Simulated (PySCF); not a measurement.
GeH2Br2, SMILES [Br][GeH2][Br].

The structure is a stationary point at B3LYP-D3(BJ)/def2-SVP.

Method: TDA-PBE/def2-SVPD (PySCF 2.14.0).

Vertical excitations. Gas-phase values at a fixed geometry. State labels are in the subgroup C2v.

```
state  symmetry  energy (eV)  λ (nm)      f          main pairs
-----  --------  -----------  ------  -----  ------------------
S1           B2         4.96     250  0.011      HOMO→LUMO 98 %
S2           A2         5.10     243  0.000    HOMO−2→LUMO 98 %
S3           B1         5.13     242  0.044    HOMO−1→LUMO 96 %
S4           A1         5.31     233  0.007    HOMO−3→LUMO 97 %
S5           A2         5.89     211  0.000    HOMO→LUMO+1 98 %
S6           A1         5.95     209  0.018  HOMO−1→LUMO+1 97 %
S7           B2         6.08     204  0.016  HOMO−2→LUMO+1 98 %
S8           B1         6.34     196  0.009  HOMO−3→LUMO+1 86 %
S9           B2         6.62     187  0.003    HOMO→LUMO+2 98 %
S10          B1         6.63     187  0.038  HOMO−1→LUMO+2 90 %
T1           B2         4.57     271      0      HOMO→LUMO 99 %
T2           B1         4.58     270      0   HOMO−1→LUMO 100 %
T3           A2         4.80     258      0    HOMO−2→LUMO 99 %
T4           A1         4.95     251      0    HOMO−3→LUMO 99 %
```
Triplets are in the Tamm–Dancoff approximation.
